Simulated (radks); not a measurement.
Species: the osmium ion Os3+. Configuration: [Xe] 4f14 5d5. Calculated with a radial shooting solver on a logarithmic mesh with Libxc functionals: Dirac Kohn-Sham, exchange-only LDA, spin-unpolarised, spherical densities, finite nucleus; open shells fill j = l - 1/2 first; Fermi nuclear charge, rms radius 5.4126 fm.

Normalised radial functions P(r) = r R(r) (large component), r in bohr:

r            5s1/2   4f5/2    6p1/2
0.0006625   0.0525  0.0000   0.0018
0.0007712   0.0590  0.0000   0.0021
0.0008979   0.0663  0.0000   0.0024
0.001045    0.0743  0.0000   0.0029
0.001217    0.0830  0.0000   0.0034
0.001405    0.0921  0.0000   0.0039
0.001636    0.1024  0.0000   0.0046
0.001905    0.1134  0.0000   0.0055
0.002217    0.1251  0.0000   0.0066
0.002581    0.1372  0.0000   0.0078
0.003005    0.1497  0.0000   0.0094
0.003498    0.1621  0.0000   0.0113
0.004072    0.1740  0.0000   0.0136
0.004741    0.1848  0.0000   0.0164
0.005475    0.1933  0.0000   0.0196
0.006374    0.1995  0.0000   0.0237
0.007421    0.2018  0.0000   0.0286
0.008639    0.1987  0.0001   0.0344
0.01006     0.1887  0.0001   0.0412
0.01171     0.1703  0.0002   0.0490
0.01363     0.1420  0.0004   0.0579
0.01587     0.1026  0.0006   0.0675
0.01847     0.0517  0.0010   0.0777
0.02133    -0.0064  0.0017   0.0871
0.02483    -0.0761  0.0029   0.0961
0.02891    -0.1498  0.0049   0.1026
0.03366    -0.2203  0.0082   0.1051
0.03918    -0.2779  0.0134   0.1015
0.04562    -0.3107  0.0218   0.0898
0.0531     -0.3064  0.0350   0.0682
0.06182    -0.2548  0.0552   0.0361
0.07197    -0.1521  0.0854  -0.0054
0.08312    -0.0134  0.1267  -0.0501
0.09676     0.1574  0.1878  -0.0966
0.1126      0.3196  0.2710  -0.1330
0.1311      0.4289  0.3798  -0.1485
0.1527      0.4416  0.5154  -0.1336
0.1777      0.3307  0.6751  -0.0841
0.2069      0.1020  0.8506  -0.0048
0.2409     -0.1958  1.0276   0.0886
0.2804     -0.4768  1.1865   0.1708
0.3238     -0.6371  1.3005   0.2133
0.377      -0.6205  1.3643   0.2000
0.4389     -0.3912  1.3597   0.1216
0.5109      0.0042  1.2873  -0.0077
0.5948      0.4648  1.1575  -0.1561
0.6925      0.8712  0.9878  -0.2827
0.8061      1.1272  0.7986  -0.3492
0.9385      1.1901  0.6099  -0.3310
1.093       1.0780  0.4384  -0.2234
1.262       0.8670  0.3019  -0.0537
1.469       0.6079  0.1901   0.1656
1.71        0.3741  0.1106   0.3861
1.991       0.2005  0.0588   0.5665
2.318       0.0924  0.0282   0.6738
2.698       0.0359  0.0120   0.6913
3.141       0.0115  0.0044   0.6232
3.656       0.0029  0.0014   0.4950
4.257       0.0006  0.0003   0.3444
4.916       0.0001  0.0001   0.2141
5.723       0.0000  0.0000   0.1111
6.662       0.0000  0.0000   0.0482
7.756       0.0000  0.0000   0.0171
9.029       0.0000  0.0000   0.0048

5s1/2: eigenvalue -120.13 eV, 4 radial nodes at r = 0.0210, 0.0842, 0.218, 0.510 bohr, <r> = 1.00 bohr, 90 % of the charge inside 1.44 bohr. 4f5/2: eigenvalue -82.255 eV, 0 radial nodes, <r> = 0.552 bohr, 90 % of the charge inside 0.902 bohr. 6p1/2 (empty): eigenvalue -22.443 eV, 4 radial nodes at r = 0.0707, 0.209, 0.507, 1.31 bohr, <r> = 2.86 bohr, 90 % of the charge inside 4.10 bohr.
